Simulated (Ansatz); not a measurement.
Two isomers of C2H4BrFO: A = `CC(O)(F)Br`, B = `COC(F)Br`.

Isolated molecules relaxed with PBE0-D4/def2-TZVP in Ansatz; ΔE leaves out vibrations. CCSD(T)/CBS is the MP2 limit (def2-TZVPP, def2-QZVPP) plus CCSD(T) − MP2 in def2-TZVPP, frozen cores. Functionals use def2-TZVPP. B3LYP here is the variant with VWN-RPA as its local correlation; programs differ in this. For Br outer-core shells are correlated without core-valence functions, which leaves a few kJ/mol of doubt a bond. Scalar relativity is left out up to krypton. Each species was taken in one conformer, which may not be the lowest.

(1) Which is lower in electronic energy at CCSD(T)/CBS, and by how much? (Best estimate.)

(2) Give E(B) − E(A) in kcal/mol with PBE0-D4, CCSD/def2-TZVPP, r2SCAN-D4, BLYP-D4, B3LYP-D4, PBE-D4, CCSD(T)/def2-SVP. (An estimate is asked.)

(3) Does the order hold for the free energy at 298.15 K (harmonic terms from PBE0-D4)? (Estimate.)

Largest T1 diagnostic: 0.010.

Answers

(1) The calculation gave: A, by 19.6 kcal/mol.

(2) Ansatz gave: PBE0-D4 19.4, CCSD/def2-TZVPP 18.3, r2SCAN-D4 20.2, BLYP-D4 17.6, B3LYP-D4 18.0, PBE-D4 19.1, CCSD(T)/def2-SVP 19.5. None reverses the order clearly.

(3) The calculation gave: Yes: G(B) − G(A) = +19.3 kcal/mol, for one conformer each.

In def2-TZVPP, CCSD(T) changes the Hartree–Fock value by +2.2 kcal/mol (the triples alone add +0.3 kcal/mol) and MP2 by +3.5 kcal/mol. From BLYP to BHLYP (50 % exact exchange), in def2-TZVPP and without D4, E(B) − E(A) moves by +0.8 kcal/mol.
